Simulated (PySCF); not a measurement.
# Partial charges of `C=C/C=C\C(=C)C(F)F`

Compound: C₇H₈F₂.
Atom-mapped SMILES: `[CH2:1]=[CH:2]/[CH:3]=[CH:4]\[C:5](=[CH2:6])[CH:7]([F:8])[F:9]` (hydrogens: H10, H11 on C1; H12 on C2; H13 on C3; H14 on C4; H15, H16 on C6; H17 on C7)

Geometry (GFN2-xTB, Å), atoms numbered from 1 in this order:
```
atom  x, y, z in Å
C1     2.9181   -0.9017   -0.3350
C2     1.6428   -0.5208   -0.3743
C3     1.2036    0.7637    0.1165
C4    -0.0527    1.2118    0.2718
C5    -1.3114    0.5003    0.1175
C6    -2.4487    1.1319   -0.1798
C7    -1.3606   -0.9898    0.3699
F8    -2.5051   -1.3341    1.0142
F9    -1.3770   -1.6971   -0.7938
H10    3.2399   -1.8510   -0.7261
H11    3.6816   -0.2774    0.1001
H12    0.9102   -1.1684   -0.8313
H13    2.0070    1.4547    0.3425
H14   -0.1834    2.2513    0.5442
H15   -2.4707    2.1932   -0.3555
H16   -3.3816    0.6025   -0.2672
H17   -0.5189   -1.3571    0.9762
```

Density: PBE0/pcSseg-1 (PySCF); schemes: Mulliken, IAO, Hirshfeld and ESP-fitted. The structure is a single GFN2-xTB conformer in the gas phase; no vibrational or solvent corrections.

Atoms with like bonding are taken together and averaged. Do the Mulliken, IAO, Hirshfeld and ESP-fitted schemes agree on where the charge is highest?

All schemes agree: Mulliken C7 (+0.598); IAO C7 (+0.437); Hirshfeld C7 (+0.149); ESP-fitted C7 (+0.340).

At which atom do the 4 schemes differ most?

At C5: from -0.424 (Mulliken) to +0.162 e (ESP-fitted), 0.586 e apart.

For which atoms does the sign change between the 4 schemes (beyond +0.03 e in one, beyond −0.03 e in another)?

C2 and C5. Atomic charges aren't observables, and each scheme defines them in its own way.

What partial charge does each atom carry?

In e; atoms taken as equivalent share a row and are averaged (×n: the atom named and its like, n in all):

| atom | environment | Mulliken | IAO | Hirshfeld | ESP-fitted |
| --- | --- | --- | --- | --- | --- |
| C1 | terminal =CH2 carbon | -0.132 | -0.298 | -0.086 | -0.523 |
| C2 | alkene CH carbon | -0.215 | -0.151 | -0.049 | +0.078 |
| C3 | alkene CH carbon | -0.111 | -0.146 | -0.044 | -0.190 |
| C4 | alkene CH carbon | -0.029 | -0.161 | -0.050 | -0.298 |
| C5 | fully substituted alkene carbon | -0.424 | -0.038 | -0.021 | +0.162 |
| C6 | terminal =CH2 carbon | -0.014 | -0.278 | -0.080 | -0.493 |
| C7 | CHF2 carbon | +0.598 | +0.437 | +0.149 | +0.340 |
| F8/F9 | fluorine of a CF2 group | -0.304 | -0.303 | -0.103 | -0.219 |
| H10 | vinylic hydrogen | +0.121 | +0.158 | +0.052 | +0.204 |
| H11 | vinylic hydrogen | +0.115 | +0.148 | +0.048 | +0.210 |
| H12 | vinylic hydrogen | +0.142 | +0.154 | +0.037 | +0.100 |
| H13 | vinylic hydrogen | +0.104 | +0.151 | +0.049 | +0.160 |
| H14 | vinylic hydrogen | +0.104 | +0.156 | +0.049 | +0.172 |
| H15 | vinylic hydrogen | +0.117 | +0.158 | +0.056 | +0.214 |
| H16 | vinylic hydrogen | +0.126 | +0.168 | +0.051 | +0.220 |
| H17 | methine hydrogen | +0.107 | +0.147 | +0.044 | +0.081 |

Mean size of the charges over all atoms: ESP-fitted 0.228 e, IAO 0.197 e, Mulliken 0.180 e, Hirshfeld 0.063 e. Each set sums to the total charge, 0, to within 0.001 e. The ESP scheme is a least-squares fit of atom-centred charges to the potential on four shells outside the van der Waals surface, with the total charge fixed. The Mulliken scheme gives each basis function's population to the atom it is centred on and halves the overlap population of two atoms between them.

Sum the charges by element.

```tsv
element	atoms	Mulliken	IAO	Hirshfeld	ESP-fitted
C	7	-0.328	-0.635	-0.180	-0.923
F	2	-0.607	-0.605	-0.205	-0.438
H	8	+0.935	+1.241	+0.386	+1.360
```

How closely do the schemes follow one another over all atoms?

Correlation coefficient and root-mean-square difference: IAO with Hirshfeld 1.00, 0.148 e; IAO with ESP-fitted 0.88, 0.122 e; Hirshfeld with ESP-fitted 0.86, 0.202 e; Mulliken with Hirshfeld 0.85, 0.175 e; Mulliken with IAO 0.82, 0.134 e; Mulliken with ESP-fitted 0.51, 0.244 e.

The run behind these numbers computed NMR shieldings as well. Time: 55 s wall; peak memory 0.88 GiB. Hardware: an Arm Neoverse N1 with one thread (shared host).
